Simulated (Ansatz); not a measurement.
Molecule: C$_{4}$H$_{10}$Cl$_{2}$Si (charge 0, singlet). 
Structure (B3LYP-D3(BJ)/def2-TZVP (Ansatz, a program for electronic structure) minimum search):
```xyz
17

C     -1.9974    -1.6848     0.8674
C     -1.3067    -1.1572    -0.3964
Si    -0.0035     0.1301    -0.0575
Cl    -0.9120     1.8010     0.7642
Cl     0.8460     0.6858    -1.8636
C      1.3487    -0.4266     1.0967
C      2.0868    -1.6848     0.6223
H     -1.2850    -2.1579     1.5463
H     -2.7554    -2.4291     0.6180
H     -2.4899    -0.8795     1.4145
H     -0.8242    -1.9735    -0.9428
H     -2.0369    -0.7215    -1.0831
H      2.0453     0.4062     1.2225
H      0.8923    -0.5927     2.0774
H      2.5537    -1.5262    -0.3508
H      1.4095    -2.5361     0.5291
H      2.8720    -1.9670     1.3256
```
Charge 0, spin multiplicity 1.

Dipole moments at this geometry, in debye (magnitudes).

```csv
level,program,dipole (D)
SVWN5/def2-TZVPD,Ansatz,2.61
BLYP/def2-TZVPD,Ansatz,2.54
revPBE/def2-TZVPD,Ansatz,2.55
r2SCAN/def2-TZVPD,Ansatz,2.58
B3LYP/def2-TZVPD,Ansatz,2.58
BHLYP/def2-TZVPD,Ansatz,2.63
LC-wPBE/def2-TZVPD,Ansatz,2.64
wB97M-V/def2-TZVPD,Ansatz,2.55
wB97X-V/def2-TZVPD,Ansatz,2.60
CCSD(T)/aug-cc-pV(D+d)Z,Ansatz,2.52
```
